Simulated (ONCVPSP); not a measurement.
# aluminium (Al): ONCV pseudisation with PBE, scalar-relativistic reference atom.

ONCVPSP 4.0.1 was run on this input:

```
# ATOM AND REFERENCE CONFIGURATION
# atsym  z   nc   nv     iexc    psfile
  Al 13.00    3    2        4      upf
#
#   n    l    f
    1    0    2.00
    2    0    2.00
    2    1    6.00
    3    0    2.00
    3    1    0.50
#
# PSEUDOPOTENTIAL AND OPTIMIZATION
# lmax
    1
#
#   l,   rc,      ep,       ncon, nbas, qcut
    0    2.15    0.00    3    7    2.60
    1    1.80    0.00    4    7    4.70
#
# LOCAL POTENTIAL
# lloc, lpopt,  rc(5),   dvloc0
    4    5    1.80    0.00
#
# VANDERBILT-KLEINMAN-BYLANDER PROJECTORs
# l, nproj, debl
    0    2    2.80
    1    2    3.40
#
# MODEL CORE CHARGE
# icmod, fcfact, rcfact
    1    0.70    0.00
#
# LOG DERIVATIVE ANALYSIS
# epsh1, epsh2, depsh
   -2.00    5.00    0.02
#
# OUTPUT GRID
# rlmax, drl
    6.00    0.01
#
# TEST CONFIGURATIONS
# ncnf
    4
# nvcnf
#   n    l    f
    2
    3    0    2.00
    3    1    1.00
#
    2
    3    0    2.00
    3    1    0.00
#
    2
    3    0    1.00
    3    1    0.00
#
    2
    3    0    1.00
    3    1    2.00
#
```

Command:

```bash
oncvpsp.x < Al.dat > Al.out
```

Output (shortened: citation, most of the input echo, consistency checks and plot data are left out):

```
ONCVPSP  (Optimized Norm-Conservinng Vanderbilt PSeudopotential)
scalar-relativistic version 4.0.1

#   n    l    f        energy (Ha)
    1    0    2.00    -5.5676494E+01
    2    0    2.00    -4.1160557E+00
    2    1    6.00    -2.7005589E+00
    3    0    2.00    -4.0769662E-01
    3    1    0.50    -2.0951108E-01

Reference configufation results
  iterations    26
  all-electron total energy (Ha)   -2.42608023D+02

Begin loop to  construct optimized pseudo wave functions
and semi-local pseudopoentials for all angular momenta

   Wellstate for l =  0  n =  5
     eigenvalue =   2.3923
     asymptotic potential =   2.8923
     half-point radius =  3.5593

Calculating optimized projector #   1

 for l=   0

    Fraction of norm inside rc  0.418957
    Optimizing pswf for qcut=   2.60 a_B^-1,  ecut=   3.38 Ha
    Residual kinetic energy error=  3.14D-03 Ha

    Energy error per electron        Cutoff
         Ha          eV             Ha
         0.01000     0.27211        2.27
         0.00100     0.02721        7.89
         0.00010     0.00272       29.34
         0.00001     0.00027       57.53

Calculating optimized projector #   2

 for l=   0

    Fraction of norm inside rc  0.151634
    Optimizing pswf for qcut=   2.60 a_B^-1,  ecut=   3.38 Ha
    Residual kinetic energy error=  1.21D-01 Ha

    Energy error per electron        Cutoff
         Ha          eV             Ha
         0.01000     0.27211       11.13
         0.00100     0.02721       36.62
         0.00010     0.00272       52.64
         0.00001     0.00027       93.14

   Wellstate for l =  1  n =  5
     eigenvalue =   3.1905
     asymptotic potential =   3.6905
     half-point radius =  3.2097

Calculating optimized projector #   1

 for l=   1

    Fraction of norm inside rc  0.128043
    Optimizing pswf for qcut=   4.69 a_B^-1,  ecut=  11.00 Ha
    Residual kinetic energy error=  1.81D-04 Ha

    Energy error per electron        Cutoff
         Ha          eV             Ha
         0.01000     0.27211        1.36
         0.00100     0.02721        2.39
         0.00010     0.00272       20.42
         0.00001     0.00027       43.67

Calculating optimized projector #   2

 for l=   1

    Fraction of norm inside rc  0.130087
    Optimizing pswf for qcut=   4.69 a_B^-1,  ecut=  11.00 Ha
    Residual kinetic energy error=  2.27D-02 Ha

    Energy error per electron        Cutoff
         Ha          eV             Ha
         0.01000     0.27211       26.58
         0.00100     0.02721       58.83
         0.00010     0.00272       68.88
         0.00001     0.00027      101.81

Construct Vanderbilt / Kleinmman-Bylander projectors

B matrix Hermiticity error, ll=   0
   1   2   -9.5484E-05

  Orthonormal projector coefficients  4.4130E+00  1.1283E+00

B matrix Hermiticity error, ll=   1
   1   2   -9.3739E-05

  Orthonormal projector coefficients  5.4405E+00  5.7113E-01

Model core correction analysis
  based on d2Exc/dn_idn_j

d2excae - all-electron derivatives

   -2.019070D-02   -1.011431D-02
   -1.171863D-02   -6.023787D-03

d2excps - pseudofunction derivatives with no core correction

   -2.416245D-02   -1.179297D-02
   -1.336981D-02   -6.697099D-03

rms 2nd derivative error    2.333046E-03

Polynomial model core charge

d2excps - pseudofunction derivatives with core correction

   -1.913486D-02   -9.923991D-03
   -1.152905D-02   -6.024492D-03

rms 2nd derivative error    5.447386E-04

Pseudoatom total energy   -1.890938

Diagnostic tests using Vanderbilt-Kleinman-Bylander pseudopotentials
  1 or more projectors used as specified by nproj input data

   l    rcore       rmatch      e in        delta e   norm test  slope test

   0   2.1584173   2.2239515  -0.4076966   0.0000533   1.0000652   1.0011315
   0   2.1584173   2.2239515   2.3923034   0.0003531   0.9999941   0.9999941

   1   1.8038316   1.8585998  -0.2095111   0.0000015   1.0000158   1.0000127
   1   1.8038316   1.8585998   3.1904889   0.0000102   1.0001676   1.0001676

 Testing for bound ghosts
   n   l    E NL Schr. Eq   E Basis Diag.   E Cutoff

   1   0       -0.407643       -0.405439     40.10

   2   1       -0.209510       -0.174646     67.49

 Testing for highly-localized positive-energy ghosts
       l    <radius>/rc     E Basis Diag.   E Cutoff

       0        0.969648        4.266619     40.10  WARNING - GHOST(+)

Test configuration 0

   n   l     f        eae           eps        diff
   1   0  2.0000  -55.67649395
   2   0  2.0000   -4.11605573
   2   1  6.0000   -2.70055887
   3   0  2.0000   -0.40769662   -0.40764327    5.33D-05
   3   1  0.5000   -0.20951108   -0.20950954    1.54D-06

    Total energies and differences
      AE_ref= -2.42608023D+02  AE_tst= -2.42608023D+02  dif=  0.00D+00
      PS_ref= -1.89093762D+00  PS_tst= -1.89093762D+00  dif= -4.88D-15
      PSP excitation error=  4.88D-15

Test configuration 1

   n   l     f        eae           eps        diff
   1   0  2.0000  -55.53353116
   2   0  2.0000   -3.97499583
   2   1  6.0000   -2.55933530
   3   0  2.0000   -0.28491419   -0.28493080   -1.66D-05
   3   1  1.0000   -0.09966782   -0.09966057    7.25D-06

    Total energies and differences
      AE_ref= -2.42608023D+02  AE_tst= -2.42684666D+02  dif= -7.66D-02
      PS_ref= -1.89093762D+00  PS_tst= -1.96758326D+00  dif= -7.66D-02
      PSP excitation error=  1.88D-06

Test configuration 2

   n   l     f        eae           eps        diff
   1   0  2.0000  -55.84548693
   2   0  2.0000   -4.28139008
   2   1  6.0000   -2.86614977
   3   0  2.0000   -0.54427607   -0.54414032    1.36D-04

    Total energies and differences
      AE_ref= -2.42608023D+02  AE_tst= -2.42472946D+02  dif=  1.35D-01
      PS_ref= -1.89093762D+00  PS_tst= -1.75586205D+00  dif=  1.35D-01
      PSP excitation error=  1.48D-06

Test configuration 3

   n   l     f        eae           eps        diff
   1   0  2.0000  -56.31071886
   2   0  2.0000   -4.73212529
   2   1  6.0000   -3.31704612
   3   0  1.0000   -0.87271849   -0.87441171   -1.69D-03

    Total energies and differences
      AE_ref= -2.42608023D+02  AE_tst= -2.41766424D+02  dif=  8.42D-01
      PS_ref= -1.89093762D+00  PS_tst= -1.04869280D+00  dif=  8.42D-01
      PSP excitation error= -6.47D-04

Test configuration 4

   n   l     f        eae           eps        diff
   1   0  2.0000  -55.60231378
   2   0  2.0000   -4.04183156
   2   1  6.0000   -2.62575839
   3   0  1.0000   -0.31508232   -0.31601079   -9.28D-04
   3   1  2.0000   -0.12285761   -0.12279242    6.52D-05

    Total energies and differences
      AE_ref= -2.42608023D+02  AE_tst= -2.42495805D+02  dif=  1.12D-01
      PS_ref= -1.89093762D+00  PS_tst= -1.77822845D+00  dif=  1.13D-01
      PSP excitation error= -4.91D-04
```

The run took about 3.6 s on one core of a shared server CPU.
